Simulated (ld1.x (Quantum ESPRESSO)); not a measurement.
# As (Z = 33), TM: configuration errors across variants

```
Element                 : arsenic
Generator               : ld1.x (Quantum ESPRESSO) 7.5
Type                    : norm-conserving Troullier–Martins (Kleinman–Bylander form)
Functional              : PBE
Relativity              : scalar-relativistic
Frozen core             : [Ne] 3s2
Valence charge          : 21
Reference configuration : 3p6 3d10 4s1.75 4p3.25
Partial waves           : 4s (bound): rc 1.35 bohr; 3p (bound): rc 0.55 bohr; 3d (bound): rc 0.75 bohr
Local potential         : all-electron potential smoothed inside 0.45 bohr (lloc = -1)
Core correction         : none
```

Occupied shells without a wave of their own: 4p. They enter only through the test configuration that unscreens the potential.

All-electron excitation energies from the reference (eV): (1) 3p6 3d10 4s2 4p3 -2.332; (2) 3p6 3d10 4s2 4p2 6.817; (3) 3p6 3d10 4s0 4p5 16.724; (4) 3p6 3d10 4s2 4p3.3 -3.566; (5) 3p6 3d10 4s2 4p2.5 1.223.

Tests that are not counted but printed errors over 1 eV. “base”: 3p6 3d9 4s2 4p3 (solver errors, printed error -205 eV). “local potential all-electron potential smoothed inside 0.52 bohr (lloc = -1)”: 3p6 3d9 4s2 4p3 (solver errors, printed error -6654 eV). “local potential all-electron potential smoothed inside 1.16 bohr (lloc = -1)”: 3p6 3d9 4s2 4p3 (solver errors, printed error -5871 eV). “local potential all-electron potential smoothed inside 1.32 bohr (lloc = -1)”: 3p6 3d9 4s2 4p3 (solver errors, printed error -6570 eV).

A true bound ghost makes a file unfit for plane-wave use even where its test errors are small: the radial tests pick states by their node count and pass the ghost by. Where a test does run into it, the solver fails or the error is huge.

The file “local potential all-electron potential smoothed inside 1.32 bohr (lloc = -1)” misses its own reference levels by 0.4 eV. The file “local potential all-electron potential smoothed inside 1.40 bohr (lloc = -1)” misses its own reference levels by 0.5 eV. The file “local potential all-electron potential smoothed inside 1.56 bohr (lloc = -1)” misses its own reference levels by 1.0 eV.

Errors AE − PS in meV (a dash: test not solved or not reliable):

| change | (1) | (2) | (3) | (4) | (5) | bound ghosts |
| --- | --- | --- | --- | --- | --- | --- |
| base | -14 | -91 | +91 | +2.1 | -48 | s |
| local potential all-electron potential smoothed inside 0.52 bohr (lloc = -1) | -12 | -83 | +79 | +1.8 | -43 | s |
| local potential all-electron potential smoothed inside 0.66 bohr (lloc = -1) | -8.4 | -57 | +48 | +1.2 | -30 | s |
| local potential all-electron potential smoothed inside 0.88 bohr (lloc = -1) | -3.4 | -24 | +7.8 | +0.6 | -12 | s |
| local potential all-electron potential smoothed inside 1.02 bohr (lloc = -1) | +22 | +145 | -198 | -2.5 | +76 | s |
| local potential all-electron potential smoothed inside 1.16 bohr (lloc = -1) | +53 | +350 | -450 | -6.3 | +183 | s |
| local potential all-electron potential smoothed inside 1.32 bohr (lloc = -1) | +91 | +604 | -757 | -9.9 | +313 | s |
| local potential all-electron potential smoothed inside 1.40 bohr (lloc = -1) | +120 | +797 | -997 | -13 | +414 | none |
| local potential all-electron potential smoothed inside 1.56 bohr (lloc = -1) | +233 | +1558 | -1944 | -26 | +807 | none |

(1) Give the same row for: local potential all-electron potential smoothed inside 0.78 bohr (lloc = -1).

Results:

(1) +9.8, +64, -99, -1.0, +33; bound ghosts: s.
